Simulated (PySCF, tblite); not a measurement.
Isomers of C2H6F5NSi2, one GFN2-xTB conformer each. Single-point energies are computed at PBE0/pcSseg-1 (PySCF, gas phase, no added dispersion term), electronic only.

| SMILES | GFN2-xTB relative energy (kJ/mol) |
| --- | --- |
| N[SiH2][SiH2]C(F)(F)C(F)(F)F | 258.2 |
| FC[SiH2]N[Si@H](F)C(F)(F)F | 0.0 |

Conformers: `[NH2:1][SiH2:2][SiH2:3][C:4]([F:5])([F:6])[C:7]([F:8])([F:9])[F:10]` with H–N1–Si2–Si3 168° and -53°, N1–Si2–Si3–C4 175°, Si2–Si3–C4–F5 -58°; `[F:1][CH2:2][SiH2:3][NH:4][Si@H:5]([F:6])[C:7]([F:8])([F:9])[F:10]` with F1–C2–Si3–N4 -56°, C2–Si3–N4–Si5 -1°, Si3–N4–Si5–F6 -55°.

What does PBE0/pcSseg-1 give for the same structures?

```
                      SMILES  PBE0/pcSseg-1 E (Eh)  PBE0/pcSseg-1 (kJ/mol)  GFN2-xTB (kJ/mol)  point group
  FC[SiH2]N[Si@H](F)C(F)(F)F           -1211.94190                     0.0                0.0           C1
N[SiH2][SiH2]C(F)(F)C(F)(F)F           -1211.85198                   236.1              258.2           C1
```

Both levels put the same isomer lowest. As drawn, the lower has an Si–F bond, which the higher lacks; the higher has an Si–Si bond, which the lower lacks.

Which frontier levels, dipoles and rotational constants go with these structures?

```tsv
SMILES	HOMO (eV, PBE0/pcSseg-1)	LUMO (eV)	dipole (D)	A, B, C (MHz)
FC[SiH2]N[Si@H](F)C(F)(F)F	-8.32	0.02	3.56	1822, 506.0, 461.6
N[SiH2][SiH2]C(F)(F)C(F)(F)F	-7.72	-0.92	4.01	2040, 495.6, 469.2
```

What happens when harmonic zero-point energies from GFN2-xTB frequencies are added?

| SMILES | ZPE (kJ/mol) | electronic (kJ/mol) | with ZPE (kJ/mol) |
| --- | --- | --- | --- |
| FC[SiH2]N[Si@H](F)C(F)(F)F | 225.3 | 0.0 | 0.0 |
| N[SiH2][SiH2]C(F)(F)C(F)(F)F | 216.2 | 236.1 | 227.0 |

The zero-point energies span 9.1 kJ/mol. The order is unchanged.
